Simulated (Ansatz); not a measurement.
Breaking a bond: SeLi (cation, charge +1), lowest triplet found (which spin is the ground state isn't settled by this scan).

Computed with: FCI = Ansatz (a program for electronic structure) with full CI/aug-cc-pVDZ, cores with 3d frozen; UKS-PBE0 = unrestricted PBE0/aug-cc-pVDZ run with Ansatz; UMP2 = MP2 on UHF/aug-cc-pVDZ, cores with 3d frozen in Ansatz.

Total energies in hartree (comparable only within one method and basis):

```csv
R / Å,FCI,UKS-PBE0,UMP2
1.78,-2407.05856,-2408.38136,-2407.04028
1.94,-2407.10742,-2408.42729,-2407.08916
2.05,-2407.12825,-2408.44653,-2407.10994
2.15,-2407.14113,-2408.45818,-2407.12275
2.26,-2407.15054,-2408.46645,-2407.13207
2.37,-2407.15640,-2408.47135,-2407.13784
2.41,-2407.15786,-2408.47250,-2407.13927
2.51,-2407.16032,-2408.47426,-2407.14164
2.57,-2407.16112,-2408.47470,-2407.14240
2.66,-2407.16160,-2408.47472,-2407.14283
2.81,-2407.16100,-2408.47354,-2407.14216
2.96,-2407.15931,-2408.47144,-2407.14044
3.14,-2407.15655,-2408.46838,-2407.13767
3.35,-2407.15300,-2408.46464,-2407.13415
3.65,-2407.14817,-2408.45971,-2407.12940
3.99,-2407.14362,-2408.45512,-2407.12495
4.38,-2407.13974,-2408.45121,-2407.12117
4.92,-2407.13626,-2408.44768,-2407.11777
5.45,-2407.13424,-2408.44563,-2407.11579
6.24,-2407.13257,-2408.44396,-2407.11414
7.21,-2407.13153,-2408.44294,-2407.11311
8.48,-2407.13087,-2408.44230,-2407.11246
```
